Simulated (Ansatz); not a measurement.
`COB(Cl)OC` → `COBCl` + `C=O` at 298.15 K and 1 bar (β-hydride elimination).

Calculated with Ansatz (gas phase, PBE0-D4/def2-TZVP geometries, no zero-point term in ΔE). CCSD(T)/CBS is the MP2 limit (def2-TZVPP, def2-QZVPP) plus CCSD(T) − MP2 in def2-TZVPP, frozen cores. This one scheme is used for every species. Each species was taken in one conformer, which may not be the lowest.

```
    species  CCSD(T)/CBS energy (Eh)  H − E (kJ/mol)  S (J/(mol·K))
`COB(Cl)OC`               -714.76248           263.5          370.9
    `COBCl`               -600.27977           165.6          302.8
      `C=O`               -114.39408            80.1          218.6
```

H − E and S are ideal-gas, rigid-rotor, harmonic terms from PBE0-D4/def2-TZVP, for one conformer and one mirror image of each species. 1 Eh = 2625.50 kJ/mol, R = 8.31446 J/(mol·K).

Q: By hand: ΔE, ΔH, ΔS and ΔG.

A: ΔE = (-600.27977) + (-114.39408) − (-714.76248) = 0.08863 Eh = 232.7 kJ/mol. Δ(H − E) = 165.6 + 80.1 − 263.5 = -17.8, so ΔH = 214.9 kJ/mol. ΔS = 302.8 + 218.6 − 370.9 = 150.5 J/(mol·K). ΔG = 214.9 − 298.15 × (150.5)/1000 = 170.0 kJ/mol.

Q: By hand: the equilibrium constant, and the temperature at which ΔG would vanish if ΔH and ΔS stayed fixed.

A: log₁₀ K = −ΔG/(RT ln 10) = -29.8. ΔG = 0 at ΔH/ΔS = 1428 K.

The number of gas molecules changes by +1, which sets the sign of ΔS. A doubt of 5 kJ/mol in ΔE shifts log₁₀ K by 0.9 here. Other conformers and mirror images would add mixing entropy, several J/(mol·K) or more a flexible species. These are equilibria of isolated gas molecules and say nothing of rates. Largest T1 diagnostic: 0.015 (customary marks: 0.02 for closed shells, 0.045 for open ones).
